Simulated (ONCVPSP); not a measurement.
Before and after: ONCV potential for P (Z = 15)

ONCVPSP 4.0.1 input, shortened (lines: element, Z, core and valence counts, functional; n l f; lmax; l rc ep ncon nbas qcut; lloc lpopt rc5 dvloc0; l nproj debl; icmod fcfact rcfact), PBEsol, scalar-relativistic:

```
  P 15.00    1    4  -116133      upf
    1    0    2.00
    2    0    2.00
    2    1    6.00
    3    0    2.00
    3    1    3.00
    1
    0    0.70    0.00    3    6   21.30
    1    0.70    0.00    4    8   17.20
    4    5    0.45    3.00
    0    2    1.80
    1    2    0.80
    3    2.25    1.30
```

All-electron outer shells of the reference configuration (PBEsol, scalar-relativistic, ld1.x):

```json
{"shell": "1s", "level (eV)": "-2080.27", "outermost node (bohr)": "–", "outermost maximum (bohr)": "0.07"}
{"shell": "2s", "level (eV)": "-173.57", "outermost node (bohr)": "0.14", "outermost maximum (bohr)": "0.42"}
{"shell": "2p", "level (eV)": "-124.33", "outermost node (bohr)": "–", "outermost maximum (bohr)": "0.36"}
{"shell": "3s", "level (eV)": "-13.92", "outermost node (bohr)": "0.66", "outermost maximum (bohr)": "1.58"}
{"shell": "3p", "level (eV)": "-5.48", "outermost node (bohr)": "0.64", "outermost maximum (bohr)": "1.83"}
```

Change: p: rc 0.5.

Cutoffs: the cutoffs (Ha) at which the residual kinetic energy of the hardest occupied pseudo-wave falls to 1 and 0.1 mHa per electron; they do not see the model core or the augmentation charge, which bear on the density cutoff. Errors are all-electron minus pseudo energies relative to the spin-unpolarised reference configuration.

Task: How do hardness, ghosts and transferability respond?

Result: The potential gets harder (134 Ha and 219 Ha → 750 Ha and 875 Ha); of the 4 tests that both files solve, the error grows in 0 and shrinks in 3 by more than 15 % and 0.3 meV (median size 4.6 → 2.1 meV); neither file shows a bound ghost. A smaller radius makes the pseudo-wave follow the all-electron one further in, where it bends more sharply, so more plane waves are needed. Less of the atom is replaced, so other configurations are described better.

| quantity | base | changed |
| --- | --- | --- |
| cutoff, loose | 134 Ha | 750 Ha |
| cutoff, tight | 219 Ha | 875 Ha |
| loose cutoff by channel | s 123 Ha, p 134 Ha | s 123 Ha, p 750 Ha |
| bound ghosts | none | none |
| GHOST(+) flags under 300 eV | none | none |
| error for 2s2 2p6 3s2 3p2, meV [ΔE 9.70 eV] | +0.5 | +0.3 |
| error for 2s2 2p6 3s2 3p1, meV [ΔE 28.81 eV] | +2.2 | +1.1 |
| error for 2s2 2p6 3s2 3p0, meV [ΔE 58.52 eV] | +6.9 | +3.5 |
| error for 2s2 2p6 3s1 3p0, meV [ΔE 110.43 eV] | +7.4 | +3.1 |
| s: phases at 0.71 bohr within 0.05 rad from the reference energy up to (Ha; the scan ends near 5) | to the end of the scan | to the end of the scan |
| rms error of d²Exc/dni dnj with the model core, mHa | 1.99 | 1.94 |
